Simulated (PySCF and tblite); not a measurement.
The numbers below are computed, except where a source is named.
System: C5H7N3, numbered as in [CH3:1][NH:2][c:3]1[cH:4][n:5][cH:6][n:7][cH:8]1.

The path came from a restrained scan, a climbing-image band and a saddle search at GFN2-xTB; energies are revPBE/pcSseg-1 + D3(BJ)//GFN2-xTB, thermal terms GFN2-xTB. Rates follow Eyring's equation with the number of equivalent paths and no tunnelling. (PySCF 2.14 with density fitting, tblite 0.8.)

Task: Estimate the barrier and the room-temperature rate of the rotation about the C3–N2 bond (torsion C4–C3–N2–C1 from -14° to 166°, rising).

Result: The electronic barrier is 8.1 kcal/mol and ΔG‡(298 K) 8.4 kcal/mol, over a C1 saddle with an imaginary mode of 140i cm⁻¹ (GFN2-xTB). With 2 equivalent paths, k is 8×10⁶ s⁻¹, a mean lifetime of the start of 130 ns against this motion.
